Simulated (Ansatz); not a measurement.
A structure relaxed at PBE0-D4/def2-SVPD in Ansatz, charge -1, singlet:

```xyz
5

Re    0.2785   -0.5483   -0.3447
Au   -0.7365    1.4427    0.9057
Au    2.4370    0.5111    0.4091
Au   -1.0507   -1.8648    1.3431
Au   -0.9284    0.4594   -2.3133
```

(1) Give its formula and point group.

(2) Summarise the bond lengths by kind (pairs closer than 1.2 times the sum of covalent radii, bridged metal pairs left out).

Answers

(1) the cluster ReAu₄⁻. Point group C3v (tolerance 0.1 Å).

(2) 4 × Au–Re 2.52 to 2.56 Å.

In the def2 sets Au, Re take a core potential; there is no spin–orbit coupling. The restricted singlet is unstable towards broken spin symmetry at other levels; at PBE0-D4/def2-SVPD this wasn't settled. The structure comes from a short search, and lower isomers may exist.
